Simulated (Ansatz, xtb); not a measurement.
Two isomers of C4H3N3S2

Structure X: `CSc1nsc(C#N)n1`, a singlet. Structure Y: `N#Cc1nc(CS)ns1`, a singlet. Both are isolated molecules in the gas phase, relaxed with PBE0-D3(BJ)/def2-SVP; each stands in its lowest conformer found.

Quicker runs give these differences E(Y) − E(X): GFN2-xTB −0.45 kcal/mol; HF/STO-3G +8.44 kcal/mol (at GFN2-xTB geometries); r2SCAN-D4/def2-SVP −0.55 kcal/mol (at GFN2-xTB geometries).

Problem. Estimate E(Y) − E(X) at the level CCSD(T)/def2-SVP + ΔMP2/def2-TZVPP.

Solution. Calculated at CCSD(T)/def2-SVP + ΔMP2/def2-TZVPP: E(Y) − E(X) = −1.06 kcal/mol, so structure Y lies lower.

The same difference at several levels:

| level | geometry | E(Y) − E(X) (kcal/mol) | departure from the last row (kcal/mol) | job, with rough time for the two |
| --- | --- | --- | --- | --- |
| GFN2-xTB | GFN2-xTB | −0.45 | +0.61 | optimisation, 0.14 s |
| HF/STO-3G | GFN2-xTB | +8.44 | +9.51 | single point, 0.44 s |
| r2SCAN-D4/def2-SVP | GFN2-xTB | −0.55 | +0.51 | single point, 3.8 s |
| PBE0-D3(BJ)/def2-SVP | PBE0-D3(BJ)/def2-SVP | −1.67 | −0.61 | optimisation, 41 s |
| HF/def2-SVP | PBE0-D3(BJ)/def2-SVP | −4.83 | −3.77 | part of the CCSD(T) run |
| MP2/def2-SVP | PBE0-D3(BJ)/def2-SVP | −3.21 | −2.15 | part of the CCSD(T) run |
| CCSD(T)/def2-SVP | PBE0-D3(BJ)/def2-SVP | −3.89 | −2.83 | single point |
| CCSD(T)/def2-SVP + ΔMP2/def2-TZVPP | PBE0-D3(BJ)/def2-SVP | −1.06 |  | single point, 87 s |

As drawn, Y has 1 C–C, 1 S–H in place of 1 C–S, 1 C–H.

HF/STO-3G puts the two in the other order. GFN2-xTB finds them nearly level. The largest departure from CCSD(T)/def2-SVP + ΔMP2/def2-TZVPP is that of HF/STO-3G, 9.51 kcal/mol. The last row adds to CCSD(T) the change of the MP2 difference between the two basis sets, here +2.83 kcal/mol.

With thermal terms from frequencies at re-optimised GFN2-xTB minima (ideal gas, soft modes damped towards free rotors, one conformer each, 298.15 K, 1 atm): on the last row, ΔE + ΔZPE = −2.22, ΔH = −2.36, ΔG = −2.13 kcal/mol.

The correlated steps freeze 17 core orbitals. Run with Ansatz 0.2.0, xtb 6.7.1; the last row on 4 threads of Arm Neoverse V2 on a shared host.
